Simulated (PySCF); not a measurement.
Structure elucidation problem

An unknown has the formula C$_{7}$H$_{16}$O. Its calculated NMR data are:

¹H NMR (500 MHz, computed): δ 3.41 (sept, 1H), 1.10 (s, 9H), 1.06 (d, 6H).

¹³C{¹H} NMR (computed): δ 70.9 (C), 63.4 (CH), 28.5 (CH3, 3C), 26.0 (CH3, 2C).

A single conformation, relativity neglected, in vacuum, rapidly exchanging positions averaged. Shieldings: GIAO B97-2/pcSseg-1; geometry from PBE0-D3(BJ)/def2-SVP; PySCF 2.14.

Shifts are taken against calculated references (same method and geometry level): ¹H, ¹³C against TMS.

Question: Deduce the structure.

Answer: 
The formula gives 0 degrees of unsaturation. 4 carbon signals for 7 carbons: some carbons are equivalent by symmetry or fast rotation. Carbon types of the structure: 1 × C, 1 × CH, 5 × CH3, which accounts for all hydrogens. δC 70.9: fully substituted sp3 carbon bonded to O; deshielded by the electronegative neighbour. δC 63.4: sp3 CH bonded to O; pulled downfield by the heteroatom. δC 28.5, 26.0: methyl carbon; a saturated carbon with 1 carbon neighbour and no heteroatom attached. δH 3.41: hydrogen on an sp3 CH bonded to O; its carbon carries O, hence the downfield position. δH 1.10, 1.06: hydrogen on a methyl carbon.

The compound is SMILES O(C(C)C)C(C)(C)C.

The data come from this structure; uniqueness wasn't tested.

Shifts are as computed. Against solution values, carbons near 30 ppm lie about +1 ppm off and those near 130 ppm about +2 ppm. Of 1211 compounds with measured shifts, 218 miss one by over three times the rms of a fit or turn the order of signals round; such compounds aren't used in these exercises. Multiplicities follow the n + 1 count of equivalent neighbours, as no J values were calculated; m marks all less simple cases, F and P coupling included.
